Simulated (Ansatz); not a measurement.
`FCO[SiH2][SeH]` + `[SiH3]C[SiH2]Br` → `[SiH3]C[SiH2][SeH]` + `FCO[SiH2]Br`  (redistribution)

Calculated with Ansatz (gas phase, PBE0-D4/def2-TZVP geometries, no zero-point term in ΔE). CCSD(T)/CBS adds triple-zeta CCSD(T) − MP2 to the extrapolated MP2 energy (def2 sets, frozen cores). DFT in def2-TZVPP. B3LYP here is the variant with VWN-RPA as its local correlation; programs differ in this. For Br, Se outer-core shells are correlated without core-valence functions, which leaves a few kJ/mol of doubt a bond. Scalar relativity is left out up to krypton. Each species was taken in one conformer, which may not be the lowest.

`FCO[SiH2][SeH]`:

Cartesian coordinates in Å:
```
F 0.255 -1.391 -1.755
C 0.038 -0.045 -1.569
O -0.820 0.159 -0.515
Si -0.538 -0.280 1.054
Se 1.513 0.372 1.788
H -0.431 0.345 -2.474
H 1.016 0.414 -1.386
H -1.618 0.383 1.811
H -0.545 -1.749 1.229
H 1.131 1.791 1.817
```

`[SiH3]C[SiH2]Br`:

Z-matrix (Å, degrees):
```
Si
C 1 1.878
H 1 1.487 2 110.1
H 1 1.486 2 110.5 3 120.2
H 1 1.487 2 110.1 3 -119.6
Si 2 1.857 1 114.1 3 59.7
H 2 1.095 1 108.9 3 -178.6
H 2 1.095 1 108.9 3 -61.9
Br 6 2.229 2 110.4 1 179.8
H 6 1.482 2 111.2 1 -61.5
H 6 1.482 2 111.2 1 61.2
```

`[SiH3]C[SiH2][SeH]`:

Z-matrix (Å, degrees):
```
Si
C 1 1.878
H 1 1.484 2 110.7
H 1 1.489 2 109.9 3 119.8
H 1 1.487 2 110.3 3 -120.8
Si 2 1.865 1 114.3 3 79.3
H 2 1.096 1 109.2 3 -160.0
H 2 1.095 1 109.0 3 -43.6
Se 6 2.284 2 112.5 1 -47.4
H 6 1.485 2 110.5 1 67.5
H 6 1.486 2 110.8 1 -171.1
H 9 1.470 6 93.2 2 -62.0
```

`FCO[SiH2]Br`:

```xyz
9

F    -0.372    1.556    1.172
C    -0.837    1.100   -0.038
O    -0.766   -0.273   -0.092
Si    0.585   -1.192    0.076
Br    2.177   -0.450   -1.280
H    -1.885    1.392   -0.127
H    -0.221    1.562   -0.817
H     1.127   -1.145    1.448
H     0.192   -2.550   -0.341
```

```csv
level,ΔE (kcal/mol),difference from CCSD(T)/CBS
PBE-D4,0.6,0.2
r2SCAN-D4,0.7,0.3
PBE0-D4,0.4,0.0
B3LYP-D4,0.3,-0.1
ωB97X-V,0.5,0.1
ωB97M-V,0.4,0.0
B2PLYP,0.9,0.5
PBE,1.2,0.8
r2SCAN,0.8,0.4
PBE0,1.0,0.6
B3LYP,1.3,0.9
HF/def2-TZVPP,1.1,0.7
MP2/def2-TZVPP,0.3,-0.1
SCS-MP2/def2-TZVPP,0.5,0.1
CCSD/def2-TZVPP,0.5,0.1
CCSD(T)/def2-TZVPP,0.5,0.1
HF/def2-QZVPP,1.1,0.7
MP2/def2-QZVPP,0.3,-0.1
SCS-MP2/def2-QZVPP,0.4,0.0
HF/CBS(def2),1.1,0.7
MP2/CBS(def2),0.2,-0.2
CCSD/CBS(def2),0.4,0.0
CCSD(T)/CBS,0.4,0
```

Largest T1 diagnostic among the species: 0.011.

The D4 term adds −1.0 kcal/mol with B3LYP and −0.5 kcal/mol with PBE0; it sums over pairs of atoms, weighted by their polarisabilities, and B3LYP, whose exchange is more repulsive, gets the larger term.
